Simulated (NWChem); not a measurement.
# CuH3O; SMILES [OH2]->[CuH]

Computed with NWChem. Pople sets run with spherical d functions. Each level has its own optimisation; frequencies are unscaled.

| level | r Cu–H (Å) | r Cu–O (Å) | r H–O (Å) | highest harmonic frequency (cm⁻¹) | lowest (cm⁻¹) | zero-point energy (kcal/mol) | dipole (D) |
|---|---|---|---|---|---|---|---|
| Hartree-Fock/6-31G* | … | … | … | … | … | 19.5 | … |
| PBE/def2-SVP | 1.479 | 1.993 | 0.979 | 3714 | 375 | 18.6 | 5.48 |
| PBE0/def2-SVP | 1.485 | 1.990 | 0.966 | 3925 | 361 | 19.2 | 6.13 |

Fill in the missing entries.


- Hartree-Fock/6-31G*, r Cu–H (Å): 1.509
- Hartree-Fock/6-31G*, r Cu–O (Å): 1.954
- Hartree-Fock/6-31G*, r H–O (Å): 0.950
- Hartree-Fock/6-31G*, highest harmonic frequency (cm⁻¹): 4152
- Hartree-Fock/6-31G*, lowest (cm⁻¹): 234
- Hartree-Fock/6-31G*, dipole (D): 7.50
